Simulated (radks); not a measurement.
The numbers below are computed, except where a source is named.
Spherical quantum dot in the effective-mass picture: electrons in a hard-walled sphere of radius 7.37, with a point charge +2 (a donor) at the centre, all in effective atomic units (hartree* = m*/eps^2 hartree, bohr* = eps/m* bohr), one dielectric constant everywhere. Level of theory: non-relativistic Kohn-Sham, PBE, spin-polarised, spherical densities (a radial shooting solver with Libxc functionals). Levels are named by radial order and angular momentum (1s, 1p, 1d, 2s, ...), and open shells are averaged over m.

N = 8, configuration 1s2 1p(up 3, down 1) 2s2. This is the lowest configuration that the search found. Occupied and some empty levels:

level    occupation  eigenvalue (hartree*)  <r> (bohr*)
1s up             1                0.72653       0.9970
1s down           1                0.72716       0.9909
2s up             1                 1.0618        4.811
2s down           1                 1.0862        4.804
1p up             3                 1.1010        4.897
1p down           1                 1.1255        4.881
1d up             0                 1.1944        5.130
1d down           0                 1.2196        5.124
1f up             0                 1.3176        5.304
1f down           0                 1.3431        5.300
1g up             0                 1.4683        5.447
1g down           0                 1.4941        5.444
2p up             0                 1.5031        3.728
2p down           0                 1.5202        3.682

Energy (hartree*): total 0.610503, kinetic 4.0391, external -9.3765, Hartree 8.0134, exchange-correlation -2.0654.

Electron density:

r (bohr*)  n(r) (e/bohr*^3)
0.359                0.9110
0.727                0.2429
1.10                0.07211
1.47                0.02371
1.83               0.009237
2.20               0.005010
2.57               0.004216
2.94               0.004569
3.31               0.005333
3.68               0.006172
4.04               0.006884
4.41               0.007296
4.78               0.007268
5.15               0.006709
5.52               0.005618
5.89               0.004122
6.26               0.002502
6.62               0.001153
6.99              0.0002896
7.36              5.922e-07
